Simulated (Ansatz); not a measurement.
Ansatz (a quantum-chemistry and plane-wave program) input:

Ansatz 0.2 input:
```yaml
crystal:
  periodic: [false, false, false]
  atoms:
    - {symbol: N, position_ang: [-1.21564455, -0.41717979, -0.54870958]}
    - {symbol: B, position_ang: [-0.00250956, 0.05412024, 0.03954669]}
    - {symbol: N, position_ang: [1.26163506, -0.57463389, -0.17602762]}
    - {symbol: O, position_ang: [-0.05363402, 1.15665064, 0.84518672]}
    - {symbol: H, position_ang: [-2.07327514, 0.09297777, -0.42171673]}
    - {symbol: H, position_ang: [-1.35783565, -1.39809457, -0.72291866]}
    - {symbol: H, position_ang: [2.08046208, -0.24796854, 0.30846201]}
    - {symbol: H, position_ang: [1.47033509, -1.02802526, -1.04989345]}
basis:
  gaussian:
    orbitals: def2-TZVPD
hamiltonian:
  xc: {name: r2SCANh}
magnetization: {spin_polarized: true, initial_magnetization: 1}
output: {forces: true}
```

Task: Which total energy does the run end on?

Result: -212.00940 Eh (r2SCANh/def2-TZVPD). The basis has 187 functions.

It need not be the lowest isomer of its formula.
